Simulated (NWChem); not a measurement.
# TiH3Cl; SMILES [Cl][TiH3]

Results from NWChem. Medium grid unless said otherwise, to which SCAN and Minnesota functionals are sensitive. All runs use the structure optimised with PBE-D3(BJ)/def2-SVP. B3LYP is NWChem's, with the RPA form of VWN correlation. Total energies of different functionals are on different scales.

| level | energy (Ha) | highest occupied level (eV) | orbital gap (eV) | dipole (D) |
|---|---|---|---|---|
| B3LYP/def2-SVP | -1311.2235 | -8.78 | 5.42 | 0.51 |
| PBE/def2-SVP | -1310.7736 | -7.50 | 3.18 | 0.30 |
| PBE0/def2-SVP | -1310.8201 | -9.04 | 5.95 | 0.70 |
| r2SCAN/def2-SVP | -1311.1337 | -7.96 | 3.74 | 0.54 |
